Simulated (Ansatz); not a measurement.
The same path of GaH3O (5 atoms, charge 0, multiplicity 1) was run twice with different band settings. Lost on the way: Ga1–H2, Ga1–H3. Made: H2–H3.

These are results of Ansatz 0.2.0, RKS B3LYP-D4/def2-SVP, not measurements.

Relaxed end points:

```xyz
5
Properties=species:S:1:pos:R:3
Ga 0.385 -0.082 0.199
H 0.205 -0.244 1.750
H 1.680 0.239 -0.611
O -1.060 -0.281 -0.845
H -1.882 -0.480 -0.378
```

```xyz
5
Properties=species:S:1:pos:R:3
Ga -1.116 -0.193 -2.251
H 1.048 -0.010 1.004
H 1.597 0.052 1.531
O -0.814 -0.254 -0.462
H -1.387 -0.442 0.293
```

Common settings: movable images 7; climbing image yes; spring 5.0 eV/Å²; optimiser quadratic models (default); start path through a guess of the saddle point; iteration limit 60; end points relaxed.

| run | force threshold |
| --- | --- |
| 1 | 0.03 eV/Å |
| 2 | 0.2 eV/Å |

Task: What does each run give, and how far can it be trusted?

Result: Run 1: converged after 26 iterations, highest image 3.013 eV above the first end. Neighbouring images differ by up to 2.2 eV, so the band resolves the path poorly. A vibrational analysis at the climbing image gives one clearly imaginary mode, 1426i cm⁻¹: a first-order saddle point.
Run 2: converged after 33 iterations, highest image 3.062 eV above the first end. The threshold of 0.2 eV/Å is loose, so the images may lie well off the minimum-energy path. Neighbouring images differ by up to 2.9 eV, so the band resolves the path poorly. The order of the stationary point at the top wasn't checked.
The orbitals stay closed-shell, which can raise the energy where a bond breaks towards radicals; this wasn't checked here.
